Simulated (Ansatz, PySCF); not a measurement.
Gas-phase reaction R1 + R2 → P1 + P2, each structure at its B3LYP-D3(BJ)/def2-TZVP stationary point, reached from a drawn start (curvature not checked).
P1, FH3O3Si (SMILES O[Si](O)(O)F) (charge 0, multiplicity 1):
```xyz
8

F     -1.197     0.809     0.905
Si    -0.073     0.049     0.055
O     -0.713    -1.298    -0.585
O      0.448     1.029    -1.129
O      1.161    -0.337     1.036
H     -1.464    -1.224    -1.178
H      0.841     1.875    -0.898
H      0.997    -0.904     1.794
```
R1, F2H2O2Si (SMILES O[Si](O)(F)F) (charge 0, multiplicity 1, Z-matrix in Å and degrees):
```
Si
F 1 1.5803
F 1 1.5882 2 105.57
O 1 1.6130 2 107.12 3 -119.73
H 4 0.9598 1 119.40 2 -160.55
O 1 1.6207 2 112.38 3 119.33
H 6 0.9603 1 119.91 2 -73.66
```
P2, HF (SMILES F) (charge 0, multiplicity 1):
```xyz
2

F      0.00000     0.00000     0.46223
H      0.00000     0.00000    -0.46223
```
R2: H2O (SMILES O), charge 0, multiplicity 1.

P less R. No zero-point or thermal terms. One arrangement of each flexible species, with no search for the lowest.

The values were computed with Ansatz (a quantum-chemistry and plane-wave program); PySCF for the D3/D4 terms. Each number belongs to the level named beside it.

### Question
What reaction energy does B3LYP-D4/def2-TZVPP give?

### Answer
9.3 kcal/mol

### Question
Predict the reaction energy from r2SCAN/def2-TZVPP.

### Answer
9.9 kcal/mol

### Question
Predict the reaction energy from B3LYP-D3(BJ)/def2-TZVPP.

### Answer
9.4 kcal/mol
